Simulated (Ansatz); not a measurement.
CH9NO2Si2 can be A, `C[SiH](O)N[SiH2]O`, or B, `CO[SiH2]N[SiH2]O`.

Gas-phase electronic energies from Ansatz, PBE0-D4/def2-TZVP geometries. CCSD(T)/CBS is the MP2 limit (def2-TZVPP, def2-QZVPP) plus CCSD(T) − MP2 in def2-TZVPP, frozen cores. Functionals use def2-TZVPP. B3LYP here is the variant with VWN-RPA as its local correlation; programs differ in this. One conformer a species, not always the lowest.

Q: Which is lower in electronic energy at CCSD(T)/CBS, and by how much? (Best estimate.)

A: Ansatz gave: A, by 26.3 kcal/mol.

Q: Give E(B) − E(A) in kcal/mol with HF/def2-TZVPP, r2SCAN-D4, PBE-D4, B2PLYP, ωB97M-V, B3LYP, PBE0-D4. (Best estimate.)

A: Computed: HF/def2-TZVPP 23.1, r2SCAN-D4 26.5, PBE-D4 25.7, B2PLYP 25.4, ωB97M-V 26.1, B3LYP 24.7, PBE0-D4 26.1. None reverses the order clearly.

Largest T1 diagnostic: 0.011.

In def2-TZVPP, CCSD(T) changes the Hartree–Fock value by +2.6 kcal/mol (the triples alone add +0.1 kcal/mol) and MP2 by +4.1 kcal/mol.
